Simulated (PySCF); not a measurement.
Frontier orbitals and the lowest excitations

Compound: C₄H₈GeO₂S₂.
Numbering: `[CH3:1][C:2](=[O:3])[O:4][C@@H:5]1[CH2:6][S:7][GeH2:8][S:9]1` (hydrogens: H10, H11, H12 on C1; H13 on C5; H14, H15 on C6; H16, H17 on Ge8)

Theory: TDDFT CAM-B3LYP/def2-SVPD, vertical, gas phase, core orbitals frozen in the response in PySCF 2.14.0, density-fitted response routines. Geometry: PBE0-D3(BJ)/def2-SVP, one conformer, isolated molecule. Relativistic effects, spin–orbit coupling among them, are left out although an element past zinc is present.

Kohn–Sham orbitals with the atoms that hold most of them (Löwdin shares over 4%, at most four atoms; ? is withheld):

| orbital | ε (eV) | atoms |
| --- | --- | --- |
| LUMO+2 | 0.81 | Ge8 27%, S7 9%, S9 8%, H16 8% |
| LUMO+1 | 0.48 | Ge8 34%, S7 21%, S9 19%, H16 9% |
| LUMO | 0.25 | S9 31%, S7 28%, Ge8 18%, H17 6% |
| HOMO | ? | ? |
| HOMO-1 | -8.72 | ? |
| HOMO-2 | -9.87 | O3 41%, S9 21%, O4 7%, S7 6% |
| HOMO-3 | -10.02 | S7 37%, S9 18%, O3 16%, Ge8 12% |

Problem. Give the leading atoms of the HOMO-1.

Solution. S9 (bonded to C and Ge) 68%; Ge8 (bonded to 2 S and 2 H) 8%; C5 (bonded to C, O, S and H) 7%.

Problem. Which atoms hold the HOMO, and with what shares?

Solution. S7 (bonded to C and Ge) 69%; C6 (bonded to C, S and 2 H) 10%; Ge8 (bonded to 2 S and 2 H) 8%.

Problem. What is the HOMO energy, and the HOMO–LUMO gap?

Solution. ε(HOMO) = -8.42 eV; the gap is 8.67 eV (0.3184 hartree).

Problem. The HOMO–LUMO gap is 8.67 eV. Where does the response calculation put the lowest singlet, and from which orbitals?

Solution. S1 is at 5.19 eV (f = 0.0034), 3.48 eV below the gap, made of HOMO→LUMO (85%). Without the coupling terms of the response equations the lowest excitation would equal the gap.

Problem. One configuration dominates each of S1, S2, S3 and S5. Which, and how do the shares of the two leading atoms of either orbital change from the occupied to the empty one?

Solution. 
- S1 (5.19 eV, f 0.0034), HOMO→LUMO (85%): S7 69% → 28%, C6 10% → at most 6%, S9 at most 4% → 31%
- S2 (5.43 eV, f 0.0042), HOMO-1→LUMO (84%): S9 68% → 31%, Ge8 8% → 18%, S7 at most 4% → 28%
- S3 (5.69 eV, f 0.0073), HOMO→LUMO+1 (88%): S7 69% → 21%, C6 10% → at most 9%, Ge8 8% → 34%
- S5 (6.06 eV, f 0.0099), HOMO-1→LUMO+1 (85%): S9 68% → 19%, Ge8 8% → 34%, S7 at most 4% → 21%

Löwdin shares depend on the basis, the more so with diffuse functions.

The run took 15 min of wall time (grids of density and orbitals included) on one thread of an Arm Neoverse N1, shared host with 64 logical CPUs at a one-minute load of 62, and the process peaked at 1.4 GiB of memory.
